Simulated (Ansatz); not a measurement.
Saddle point of SiH3Cl3O, singlet (SiHCl₃ ([Cl][SiH]([Cl])[Cl]) + H₂O → SiHCl₃O ([OH][Si]([Cl])([Cl])[Cl]) + H₂; bonds formed: Si1–O7, H2–H6; bonds broken: Si1–H2, H6–O7), PBE0-D4/def2-TZVP structure:

```
8
angstrom
Si -0.3293 0.2297 -0.3436
H -0.3932 0.7527 1.2455
Cl 0.1035 -0.8335 -2.0972
Cl -2.3702 0.1189 -0.3675
Cl 0.5485 2.0190 -0.8336
H 0.3520 -0.0845 1.3651
O 0.6125 -0.9323 0.6538
H 1.4762 -1.2700 0.3774
```

Energies are electronic, without zero-point energy. Barriers and step energies count from the start structure reached by relaxing down the imaginary mode; all methods use the PBE0-D4 structures, on which another method's saddle can fall below an end. Computed with Ansatz 0.2.0 (basis: def2-TZVPP, with def2-QZVPP for the basis limit); correlated methods freeze the cores. B3LYP uses VWN-RPA correlation. Extrapolation: Hartree–Fock as exp(−7.88 √X), correlation as X^−2.97.

| method | barrier (kJ/mol) | step energy (kJ/mol) |
| --- | --- | --- |
| SPW92 | 96.9 | -65.4 |
| PBE-D4 | 136.9 | -67.6 |
| BLYP-D4 | 157.7 | -74.0 |
| r2SCAN-D4 | 144.7 | -78.1 |
| B97M-V | 155.7 | -77.7 |
| PBE0-D4 | 150.3 | -68.2 |
| B3LYP-D4 | 166.0 | -73.4 |
| r2SCAN0-D4 | 154.5 | -76.0 |
| BHLYP-D4 | 182.2 | -74.0 |
| CAM-B3LYP-D4 | 164.6 | -74.0 |
| wB97X-V | 164.1 | -71.9 |
| wB97M-V | 159.5 | -72.9 |
| B2PLYP | 169.1 | -74.6 |
| PBE-QIDH | 159.4 | -72.9 |
| RPA on PBE | ? | -71.7 |
| HF | ? | -73.4 |
| MP2 | ? | -78.9 |
| CCSD | 180.7 | -71.7 |
| CCSD(T) | 170.5 | -73.3 |

**Question.** Fill in the withheld barriers. (An estimate is asked for; the value comes from the calculation.)

**Answer.** The calculation gives: RPA on PBE 172.7; HF 232.1; MP2 162.5 kJ/mol. Each is the energy of the saddle less that of the start structure, by the same method.

For comparison, the barrier by CCSD(T) at an estimated basis limit (MP2 extrapolated from triple and quadruple zeta, plus CCSD(T) − MP2 in triple zeta) is 168.1 kJ/mol.

No T1 diagnostic of these runs exceeds 0.011.

Labels in which every atom is bracketed show which atoms are joined, not bond orders.

For scale, one of the runs: CCSD(T)/def2-TZVPP, 241 basis functions, launched by `ansatz run in.yaml --threads 8 --pin off --events-out ev --progress --plain --max-ram 19148MiB`. The run took 48 s on 8 CPU threads of an AMD EPYC 7B13 (shared host), with 4.3 GiB of host memory at its peak.
